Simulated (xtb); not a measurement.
F$_{4}$Ge, triplet, at the geometry of the source list (a higher spin typed on purpose: for a closed-shell molecule this is an excited state); xtb 6.7.1 with GFN2-xTB with ALPB(water).

Here is a job for xtb.
```
$ xtb mol.xyz --gfn 2 --chrg 0 --uhf 2 --alpb water --json

# file mol.xyz
5

F      1.27560000    -1.08000000    -0.08540000
Ge    -0.00110000    -0.00030000    -0.00070000
F      0.59470000     1.56410000    -0.00640000
F     -1.00880000    -0.21820000    -1.31790000
F     -0.86040000    -0.26560000     1.41050000
```

What the program printed (banner, timings and long lists left out):

```
   ID    Z sym.   atoms
    1    9 F      1, 3-5
    2   32 Ge     2

           -------------------------------------------------
          |                Calculation Setup                |
           -------------------------------------------------

           -------------------------------------------------
          |                 G F N 2 - x T B                 |
           -------------------------------------------------

      * Solvation model:               ALPB
        Solvent                        water
        Parameter file                 internal GFN2-xTB/ALPB
        Dielectric constant                8.0200E+01
        Reference state                gsolv [1 M gas/solution]
        Free energy shift                  1.0808E-03 Eh       6.7819E-01 kcal/mol
        Temperature                        2.9815E+02 K
        Density                            1.0000E+00 kg/L
        Solvent mass                       1.8000E+01 g/mol
        Interaction kernel             P16
        Born radius scaling (c1)           1.4744E+00
        Born radii integrator          GBOBC
        Born offset                        0.0000E+00 a0       0.0000E+00 AA
        H-bond correction              true
        Ion screening                  false
        Surface tension                    1.0000E-05 Eh       1.5569E+01 dyn/cm
        Grid points                               230 per atom

          ...................................................
          :                      SETUP                      :
          :.................................................:
          :  # basis functions                  26          :
          :  # atomic orbitals                  25          :
          :  # shells                           11          :
          :  # electrons                        32          :
          :  max. iterations                   250          :
          :  Hamiltonian                  GFN2-xTB          :
          :  restarted?                      false          :
          :  GBSA solvation                   true          :
          :  PC potential                    false          :
          :  electronic temp.          300.0000000     K    :
          :  accuracy                    1.0000000          :
          :  -> integral cutoff          0.2500000E+02      :
          :  -> integral neglect         0.1000000E-07      :
          :  -> SCF convergence          0.1000000E-05 Eh   :
          :  -> wf. convergence          0.1000000E-03 e    :
          :  Broyden damping             0.4000000          :
          :  net charge                          0          :
          :  unpaired electrons                  2          :
          ...................................................

 iter      E             dE          RMSdq      gap      omega  full diag
   1    -19.8249545 -0.198250E+02  0.908E+00    2.08       0.0  T
   2    -20.3072650 -0.482310E+00  0.781E+00    3.97       1.0  T
   3    -20.6597230 -0.352458E+00  0.400E+00    3.92       1.0  T
   4    -20.5629849  0.967381E-01  0.542E+00    3.87       1.0  T
   5    -20.6328129 -0.698280E-01  0.372E+00    3.90       1.0  T
   6    -20.6127790  0.200339E-01  0.344E+00    3.94       1.0  T
   7    -20.6758676 -0.630886E-01  0.132E+00    4.00       1.0  T
   8    -20.6704520  0.541560E-02  0.176E+00    4.03       1.0  T
   9    -20.6811902 -0.107382E-01  0.101E+00    4.05       1.0  T
  10    -20.6826493 -0.145912E-02  0.826E-01    4.06       1.0  T
  11    -20.6849649 -0.231565E-02  0.523E-01    4.06       1.0  T
  12    -20.6863249 -0.135993E-02  0.197E-01    4.09       1.0  T
  13    -20.6862921  0.327438E-04  0.193E-01    4.10       1.0  T
  14    -20.6864941 -0.201988E-03  0.544E-02    4.10       1.0  T
  15    -20.6864872  0.688718E-05  0.597E-02    4.10       1.0  T
  16    -20.6864999 -0.127106E-04  0.379E-02    4.10       1.2  T
  17    -20.6865050 -0.505964E-05  0.200E-02    4.10       2.2  T
  18    -20.6865052 -0.246555E-06  0.159E-02    4.10       2.8  T
  19    -20.6865063 -0.101652E-05  0.851E-03    4.10       5.3  T
  20    -20.6865066 -0.336511E-06  0.309E-03    4.10      14.5  T
  21    -20.6865066  0.200164E-07  0.316E-03    4.10      14.1  T
  22    -20.6865066 -0.519711E-07  0.873E-04    4.10      51.2  T
  23    -20.6865066 -0.416943E-08  0.207E-04    4.10     215.7  T

   *** convergence criteria satisfied after 23 iterations ***

 transition dipole moment (au) for excitation:          16          17
     X       Y       Z
   0.0001   0.0037  -0.0012  total (au/Debye):    0.004   0.010
 dE (eV)             :    9.233
 oscillator strength :  0.48117E-05

         :::::::::::::::::::::::::::::::::::::::::::::::::::::
         ::                     SUMMARY                     ::
         :::::::::::::::::::::::::::::::::::::::::::::::::::::
         :: total energy             -20.663038146116 Eh    ::
         :: total w/o Gsasa/hb       -20.667638481489 Eh    ::
         :: gradient norm              0.346015700333 Eh/a0 ::
         :: HOMO-LUMO gap              4.096761868771 eV    ::
         ::.................................................::
         :: SCC energy               -20.686506348734 Eh    ::
         :: -> isotropic ES           -0.008953363093 Eh    ::
         :: -> anisotropic ES         -0.000335043364 Eh    ::
         :: -> anisotropic XC         -0.006198943146 Eh    ::
         :: -> dispersion             -0.002159724341 Eh    ::
         :: -> Gsolv                   0.004263653157 Eh    ::
         ::    -> Gelec               -0.000336682216 Eh    ::
         ::    -> Gsasa                0.004166022403 Eh    ::
         ::    -> Ghb                 -0.000646446728 Eh    ::
         ::    -> Gshift               0.001080759698 Eh    ::
         :: repulsion energy           0.023468202617 Eh    ::
         :: add. restraining           0.000000000000 Eh    ::
         :: total charge               0.000000000000 e     ::
         :::::::::::::::::::::::::::::::::::::::::::::::::::::

           -------------------------------------------------
          |                Property Printout                |
           -------------------------------------------------

    * Orbital Energies and Occupations

         #    Occupation            Energy/Eh            Energy/eV
      -------------------------------------------------------------
         1        2.0000           -0.8968180             -24.4037
       ...           ...                  ...                  ...
         5        2.0000           -0.6683149             -18.1858
         6        2.0000           -0.5972630             -16.2524
         7        2.0000           -0.5972575             -16.2522
         8        2.0000           -0.5972527             -16.2521
         9        2.0000           -0.5796152             -15.7721
        10        2.0000           -0.5795952             -15.7716
        11        1.8760           -0.5686651             -15.4742
        12        1.8741           -0.5686489             -15.4737
        13        1.8720           -0.5686308             -15.4732
        14        1.7933           -0.5680861             -15.4584
        15        1.7931           -0.5680847             -15.4584
        16        1.7916           -0.5680758             -15.4581
        17        1.0000           -0.2287842              -6.2255 (HOMO)
        18                         -0.0782310              -2.1288 (LUMO)
        19                         -0.0777560              -2.1158
        20                         -0.0771969              -2.1006
        21                          0.0605958               1.6489
        22                          0.0610047               1.6600
        23                          0.7916699              21.5424
        24                          0.7920170              21.5519
        25                          0.7930341              21.5796
      -------------------------------------------------------------
                  HL-Gap            0.1505532 Eh            4.0968 eV
             Fermi-level           -0.3601579 Eh           -9.8004 eV

     #   Z          covCN         q      C6AA      α(0)
     1   9 F        0.718    -0.139    10.637     3.851
     2  32 Ge       2.870     0.558   206.200    27.954
     3   9 F        0.718    -0.139    10.637     3.851
     4   9 F        0.718    -0.140    10.640     3.852
     5   9 F        0.718    -0.140    10.638     3.852

 Mol. C6AA /au·bohr⁶  :        712.859390
 Mol. C8AA /au·bohr⁸  :      35260.823014
 Mol. α(0) /au        :         43.360160

Wiberg/Mayer (AO) data.
largest (>0.10) Wiberg bond orders for each atom

 ---------------------------------------------------------------------------
     #   Z sym  total        # sym  WBO       # sym  WBO       # sym  WBO
 ---------------------------------------------------------------------------
     1   9 F    1.028 --     2 Ge   0.930
     2  32 Ge   3.722 --     4 F    0.931     5 F    0.931     3 F    0.930
                             1 F    0.930
     3   9 F    1.029 --     2 Ge   0.930
     4   9 F    1.030 --     2 Ge   0.931
     5   9 F    1.029 --     2 Ge   0.931
 ---------------------------------------------------------------------------

Topologies differ in total number of bonds
Writing topology from bond orders to xtbtopo.mol

molecular dipole:
                 x           y           z       tot (Debye)
 q only:       -0.001      -0.000      -0.001
   full:        0.000       0.001       0.001       0.004
molecular quadrupole (traceless):
                xx          xy          yy          xz          yz          zz
 q only:       -0.003      -0.002       0.004      -0.004       0.003      -0.001
  q+dip:       -0.006      -0.003       0.009      -0.008       0.006      -0.003
   full:       -0.003      -0.002       0.004      -0.002       0.004      -0.001

           -------------------------------------------------
          | TOTAL ENERGY              -20.663038146116 Eh   |
          | GRADIENT NORM               0.346015700333 Eh/α |
          | HOMO-LUMO GAP               4.096761868771 eV   |
           -------------------------------------------------

normal termination of xtb
```
